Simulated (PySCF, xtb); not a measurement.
C₂H₇BO₂Si, SMILES OB(O)/C=C/[SiH3].

xtb with GFN2-xTB at its own geometry gives an orbital gap of 3.69 eV and a dipole moment of 1.46 D.

Coordinates come from a PBE0-D3(BJ)/def2-SVP optimisation. The structure was generated by enumeration; whether it is a known compound was not checked. The values are those of a single conformer.

Task: What does PBE/def2-TZVP run with PySCF give? (Estimate from the structure and the level; the computed values follow.)

Result: gap 4.74 eV (levels -6.97 and -2.23 eV), dipole 1.29 D.
